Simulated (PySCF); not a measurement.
In(H)(vinyl)2 (C4H7In), SMILES C=[CH][InH][CH]=C.

Coordinates come from a B3LYP-D3(BJ)/def2-SVP optimisation. The structure was generated by enumeration; whether it is a known compound was not checked. The def2 effective core potentials stand for the cores of In; spin–orbit coupling is left out. The values are those of a single conformer.

Method: PBE/def2-TZVP run with PySCF.

Symmetry labels are those of the subgroup C2v that the program uses (full group C2v).

Computed valence orbital energies around the gap with their symmetry:
| orbital | symmetry | energy (eV) |
|---|---|---|
| HOMO−7 | B2 | -10.95 |
| HOMO−6 | A1 | -10.06 |
| HOMO−5 | B2 | -9.44 |
| HOMO−4 | A1 | -8.84 |
| HOMO−3 | B1 | -6.90 |
| HOMO−2 | A2 | -6.70 |
| HOMO−1 | A1 | -6.50 |
| HOMO | B2 | -6.18 |
| LUMO | B1 | -2.49 |
| LUMO+1 | A2 | -0.94 |
| LUMO+2 | A1 | -0.50 |
| LUMO+3 | B1 | -0.33 |
